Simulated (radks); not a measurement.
Values are calculated unless marked as measured or tabulated.
Dispersion coefficients C6 (hartree bohr^6) between ground-configuration atoms and ions, from the Casimir-Polder integral (3/pi) of alpha_A(iw) alpha_B(iw). Code: a radial shooting solver on a logarithmic mesh with Libxc functionals. Model: scalar-relativistic Kohn-Sham, LDA (Slater exchange, Perdew-Wang correlation), spin-polarised, spherical densities, finite nucleus; open shells are filled with parallel spins first (spin-orbit coupling, left out, can overturn this in heavy ions); Fermi nuclear charge, rms radius of each element as measured or else 0.836 A^(1/3) + 0.57 fm. Response by self-consistent Sternheimer equations with the Hartree and adiabatic LDA kernel, the relativistic mass of each level held fixed and spin-orbit coupling left out. For heavy and open-shell atoms this level of theory can miss by tens of per cent.

\begin{tabular}{lrrrrrrr}
C6 & Sn & Sn+ & Sn2+ & Sn3+ & Sn4+ & Sn5+ & Sn6+ \\ \hline
Sn & 642.0 &  &  &  &  &  &  \\
Sn+ & 350.1 & 199.0 &  &  &  &  &  \\
Sn2+ & 215.1 & 125.5 & 80.64 &  &  &  &  \\
Sn3+ & 135.9 & 80.76 & 52.73 & 35.00 &  &  &  \\
Sn4+ & 53.64 & 34.59 & 24.00 & 16.79 & 9.451 &  &  \\
Sn5+ & 42.76 & 27.80 & 19.43 & 13.69 & 7.858 & 6.554 &  \\
Sn6+ & 34.89 & 22.83 & 16.05 & 11.38 & 6.625 & 5.541 & 4.695 \\
\end{tabular}

Static polarisabilities (bohr^3): Sn ([Kr] 4d10 5s2 5p2) 59.42, Sn+ ([Kr] 4d10 5s2 5p1) 25.99, Sn2+ ([Kr] 4d10 5s2) 14.37, Sn3+ ([Kr] 4d10 5s1) 8.583, Sn4+ ([Kr] 4d10) 2.429, Sn5+ ([Kr] 4d9) 1.884, Sn6+ ([Kr] 4d8) 1.507. The combination rule 2 Ca Cb / ((alpha_b/alpha_a) Ca + (alpha_a/alpha_b) Cb) gives 347.3 for Sn-Sn+, against 350.1 from the integral.
